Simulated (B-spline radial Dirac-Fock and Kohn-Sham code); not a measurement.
# Auger decay of the L3 hole in Mn³⁺

System: the Mn³⁺ ion in the configuration 1s2 2s2 2p6 3s2 3p6 3d4, inside a Watson sphere of charge -3 and radius 2 Å (a model of the Madelung potential; inside it an electron's potential energy is raised by 21.6 eV).

These are calculated numbers from an atomic code on a B-spline grid; the model is independent-particle radiative and Coulomb Auger rates from relativistic LDA hole-state orbitals, with Dirac-Fock energies. Kinetic energies are configuration averages from the vacuum level; the two-hole energies are estimated from single-hole states.

```csv
transition,kinetic energy (eV),width (meV),share (%)
L3-M1M1,414.5,2.41,0.7
L3-M1M2,455.2,1.66,0.4
L3-M1M3,456.6,47.8,13.0
L3-M2M3,492.3,73.6,20.0
L3-M3M3,493.2,108,29.4
L3-M1M4,507.5,1.44,0.4
L3-M1M5,507.6,2.28,0.6
L3-M2M5,545.0,12.6,3.4
L3-M2M4,545.8,1.30,0.4
L3-M3M4,546.3,31.4,8.5
L3-M3M5,546.9,46.6,12.6
L3-M4M5,598.5,22.4,6.1
L3-M5M5,598.6,15.2,4.1
```

The listed channels hold 100 % of the non-radiative rate. Summed by principal shells, of 0.369 eV in all: LMM 100.0 %.
